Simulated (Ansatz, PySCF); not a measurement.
Caution: the highest occupied level lies above zero, so the state may not be bound. This triplet lies 0.15 eV above the relaxed singlet at the level frozen-core CCSD(T)/aug-cc-pVDZ // B3LYP-D3(BJ)/def2-TZVPD (Ansatz, a first-principles code); other levels give the other order.

B3LYP has the VWN-RPA correlation part, as in Gaussian. 

**CH₅AlB, SMILES `C[B-][AlH2]` (triplet; the order of the spin states depends on the level) (charge -1, multiplicity 3)**

Calculation: B3LYP-D3(BJ)/def2-TZVPD run with PySCF.

```yaml
highest_occupied_spin_orbital: 0.85 eV
total_energy: -308.3920 Ha
cost: around 100 core-seconds (rough)
```

```xyz
8

C     -1.5530    -0.1261    -0.1071
B     -0.1296     0.4084     0.3225
Al     1.8704     0.1946     0.3364
H     -1.5258    -1.0580    -0.6968
H     -2.1904    -0.3260     0.7653
H     -2.0987     0.6116    -0.7116
H      2.8840     1.2409     1.0476
H      2.7486    -1.0133    -0.3355
```
Charge -1, spin multiplicity 3.
